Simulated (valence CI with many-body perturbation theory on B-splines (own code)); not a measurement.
Values are calculated unless marked as measured or tabulated.
Sensitivity of CI+MBPT for Ba43+

Level of theory: relativistic CI+MBPT: three valence electrons over a frozen Dirac-Fock core [Ne], radial functions for each j: 6 s, 6 p, 5 d, 3 f, 1 g, with the one-electron correlation potential Σ1, the two-electron term Σ2, the three-electron term Σ3, Breit, model QED; selected CI, second order for the rest, scaled by the run's own slope (own B-spline code, finite nucleus).

No measured spectrum was set against this ion. As an estimate, large intervals hold to a few tenths of a per cent, small ones and those within an open d or f shell to about a per cent.

The reference run has the lowest level (3s^2 3p1/2) J=1/2 and an ionisation energy of 3364.12 eV. Its largest variational space holds 2756 state functions.

Levels are named by their leading jj configuration (3d3/2^4 stands for four electrons in 3d with j = 3/2), which in mixed levels can hold well under half, so a name can repeat and another be missing. Letters in brackets count levels of one name in rising energy.

```tsv
Level	Reference (cm⁻¹)	Shift (cm⁻¹)
(3s^2 3p3/2) J=3/2	789408	+13
(3s 3p1/2^2) J=1/2	866425	+4.9
(3s 3p1/2 3p3/2) J=3/2 [a]	1504440	+11
(3s 3p1/2 3p3/2) J=5/2	1600160	+18
(3s 3p1/2 3p3/2) J=3/2 [b]	1729940	+18
(3s 3p1/2 3p3/2) J=1/2	1795430	+5.2
(3s^2 3d3/2) J=3/2	2101860	+36
(3s^2 3d5/2) J=5/2	2195490	+28
(3s 3p3/2^2) J=5/2	2425950	+24
(3s 3p3/2^2) J=1/2	2589030	+5.2
(3p1/2^2 3p3/2) J=3/2	2608130	+32
(3s 3p3/2^2) J=3/2	2629610	+26
```

The ionisation energy moves by -0.002 eV.

Question: Which of these changes was made?
A. scale of Σ1 1 → 0
B. size limit of the variational space 10000 → 1500; second order for the rest on → off; highest l in the core sums 6 → 7
C. averaging of valence orbitals over low configurations on → off

Answer: B. size limit of the variational space 10000 → 1500; second order for the rest on → off; highest l in the core sums 6 → 7.
